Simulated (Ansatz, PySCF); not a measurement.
Molecule: PbO, charge 0, multiplicity 1. 
Coordinates optimised at B3LYP-D3(BJ)/def2-TZVP (Ansatz, an electronic-structure program):
```xyz
2

Pb     0.0000     0.0000    -0.1708
O      0.0000     0.0000     1.7508
```
Charge 0, spin multiplicity 1.

Property: vertical ionisation energy (to the doublet state of charge +1; each state is the SCF solution reached for its spin; for the singlet the Hartree-Fock reference is unstable and T1 is 0.044), in eV. Cores are frozen in the correlated levels unless marked. UHF or UKS for open shells. Spin-orbit coupling is left out. Frozen are the shells of the preceding noble gas and the d and f shells that filled before the atom's block. Past Kr the def2 sets carry scalar-relativistic core potentials. CBS marks a two-point X^-3 extrapolation of the correlation energy; Hartree-Fock from the larger set.

| level | program | vertical ionisation energy (eV) | minus last row |
|---|---|---|---|
| SVWN5/def2-TZVPD | Ansatz | 10.01 | 0.57 |
| PBE/def2-TZVPD | Ansatz | 9.57 | 0.13 |
| r2SCAN/def2-TZVPD | Ansatz | 9.27 | -0.17 |
| B3LYP/def2-TZVPD | Ansatz | 9.31 | -0.13 |
| PBE0/def2-TZVPD | Ansatz | 9.09 | -0.35 |
| BHLYP/def2-TZVPD | Ansatz | 8.58 | -0.86 |
| wB97M-V/def2-TZVPD | Ansatz | 9.09 | -0.35 |
| wB97X-V/def2-TZVPD | Ansatz | 9.04 | -0.40 |
| CCSD/def2-SVPD | Ansatz | 9.00 | -0.44 |
| CCSD/def2-TZVPPD | Ansatz | 8.96 | -0.48 |
| CCSD/CBS(def2-TZVPPD,def2-QZVPPD) | Ansatz | 9.03 | -0.41 |
| CCSD(T)/def2-SVPD | Ansatz | 9.35 | -0.09 |
| CCSD(T)/def2-TZVPPD | Ansatz | 9.35 | -0.09 |
| CCSD(T)/def2-QZVPPD | Ansatz | 9.40 | -0.04 |
| CCSD(T)/CBS(def2-TZVPPD,def2-QZVPPD) | Ansatz | 9.44 | 0.00 |

For comparison, minus the highest occupied orbital energy (PySCF): 6.35 eV at BP86/def2-TZVPD, 8.54 eV at M06-2X/def2-TZVPD, 8.15 eV at MN15/def2-TZVPD.
